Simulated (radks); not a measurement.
Species: Ni22+. Configuration: [He] 2s2 2p2.

Calculated with a radial shooting solver on a logarithmic mesh with Libxc functionals: scalar-relativistic Kohn-Sham, PBE, spin-polarised, spherical densities, finite nucleus; open shells are filled with parallel spins first; Fermi nuclear charge, rms radius 3.7757 fm.

Energy parts (hartree):
| part | energy |
|---|---|
| total | -1098.62689 |
| kinetic | 1118.52435 |
| electron-nucleus | -2303.35963 |
| Hartree | 116.07312 |
| exchange-correlation | -29.86473 |

Orbitals (lengths in bohr, moments of r in powers of bohr):
[
 {"orbital": "1s up", "occ.": "1", "eigenvalue (hartree)": "-349.2462", "<r>": "0.05390", "<r^2>": "0.003902"},
 {"orbital": "1s down", "occ.": "1", "eigenvalue (hartree)": "-348.7858", "<r>": "0.05383", "<r^2>": "0.003892"},
 {"orbital": "2s up", "occ.": "1", "eigenvalue (hartree)": "-75.20109", "<r>": "0.2283", "<r^2>": "0.06102"},
 {"orbital": "2s down", "occ.": "1", "eigenvalue (hartree)": "-74.36199", "<r>": "0.2294", "<r^2>": "0.06164"},
 {"orbital": "2p up", "occ.": "2", "eigenvalue (hartree)": "-71.71561", "<r>": "0.1965", "<r^2>": "0.04668"},
 {"orbital": "2p down", "occ.": "0", "eigenvalue (hartree)": "-70.71735", "<r>": "0.1977", "<r^2>": "0.04730"}
]

The highest occupied level is 2p up at -1951.5 eV. The density falls to 0.001 e/bohr^3 at r = 0.74 bohr. Summed over all electrons, <r^2> = 0.2238 bohr^2, which gives a Langevin (diamagnetic) susceptibility term of -0.177 x 10^-6 cm^3/mol. The electron density at the nucleus is 1.989e+04 e/bohr^3 (large components only). For comparison, the ionisation energy in NIST's Atomic Spectra Database is 2008 eV (semi-empirical). In exact Kohn-Sham theory the highest level is minus the ionisation energy, but local and semilocal functionals leave it too shallow, through self-interaction and a potential that decays too fast; potentials with the right tail come closer. Spin moment in Bohr magnetons: 2.
